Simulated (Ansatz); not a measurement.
Species: C3H10NSi (charge -1, singlet). It need not be the lowest isomer of its formula. Whether it binds its extra electron was not tested at this geometry. 
Coordinates optimised at B3LYP-D3(BJ)/def2-TZVP (Ansatz, an electronic-structure program):
SMILES: [CH2-][Si](C)(C)N
```xyz
15

Si     0.1475    -0.0048    -0.0368
C      1.8080     0.0428    -0.6270
C     -0.9829    -0.9556    -1.2490
C     -0.8838     1.5977     0.3028
N      0.0037    -0.7811     1.5649
H      2.0141    -0.0401    -1.6931
H      2.5967     0.5502    -0.0714
H     -1.0173    -0.4624    -2.2260
H     -2.0063    -1.0208    -0.8657
H     -0.6105    -1.9722    -1.3978
H     -1.8625     1.3954     0.7597
H     -1.0569     2.1364    -0.6340
H     -0.3322     2.2724     0.9667
H     -0.3312    -0.2019     2.3237
H      0.8673    -1.2320     1.8378
```
Charge -1, spin multiplicity 1.

Total electronic energies in hartree. Valence correlation only, unless marked. Spin-orbit coupling is left out. No relativistic terms. Basis-set limits of correlation are two-point, X^-3; Hartree-Fock from the larger set. The bracket is a focal-point correction in the basis named.

| level | program | energy (Eh) |
|---|---|---|
| PBE0-D3(BJ)/def2-TZVPD | Ansatz + dftd3 | -464.36435 |
| BHLYP-D3(BJ)/def2-TZVPD | Ansatz + dftd3 | -464.59160 |
| CAM-B3LYP-D3(BJ)/def2-TZVPD | Ansatz + dftd3 | -464.61205 |
| B2PLYP-D3(BJ)/def2-TZVPD | Ansatz + dftd3 | -464.41307 |
| MP2/STO-3G | Ansatz | -457.40968 |
| MP2/6-31G* | Ansatz | -463.40418 |
| MP2/aug-cc-pV(T+d)Z | Ansatz | -463.80954 |
| SCS-MP2/cc-pV(T+d)Z | Ansatz | -463.78307 |
| CCSD/STO-3G | Ansatz | -457.48113 |
| CCSD/cc-pV(D+d)Z | Ansatz | -463.58785 |
| CCSD/cc-pV(T+d)Z | Ansatz | -463.83083 |
| CCSD/cc-pV(Q+d)Z | Ansatz | -463.90003 |
| CCSD(T)/aug-cc-pV(D+d)Z | Ansatz | -463.69276 |
| CCSD(T) with core electrons (1s frozen past Ne)/cc-pwCVTZ | Ansatz | -464.33699 |
| RI-MP2/CBS(aug-cc-pV(T+d)Z,aug-cc-pV(Q+d)Z)+[CCSD(T)-MP2]/aug-cc-pV(T+d)Z | Ansatz | -463.9986 |

Totals of different functionals don't rank their quality; only differences between species are comparable.
